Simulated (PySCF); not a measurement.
**Fe³⁺ (iron, charge +3) across methods**

[Ar] 3d5, high-spin 6S determinant. Calculation: PySCF 2.14, in aug-cc-pwCVTZ-DK; scalar relativity by spin-free X2C-1e.

```
 method  E (hartree)  mean ε 3p α (eV)  mean ε 3p β (eV)  mean ε 3d α (eV)  Σ⟨r²⟩ (bohr²)   ⟨S²⟩
    LDA    -1267.990           -98.819           -93.167           -45.380          13.14  8.750
wB97M-V    -1270.489           -106.39           -98.834           -50.424          13.05  8.751
    UHF  -1269.50893           -119.27           -103.90           -56.089          12.88  8.751
   BP86    -1270.743           -98.935           -93.210           -45.169          13.09  8.750
   PBE0    -1270.372           -104.28           -96.180           -48.112          13.03  8.751
 r2SCAN    -1270.560           -101.46           -93.732           -45.711          13.01  8.751
  B97-3    -1270.450           -104.37           -96.438           -48.097          12.98  8.751
```

Estimate the same row for PBE.

E (hartree) = -1270.322; mean ε 3p α (eV) = -98.968; mean ε 3p β (eV) = -93.036; mean ε 3d α (eV) = -45.182; Σ⟨r²⟩ (bohr²) = 13.13; ⟨S²⟩ = 8.750.
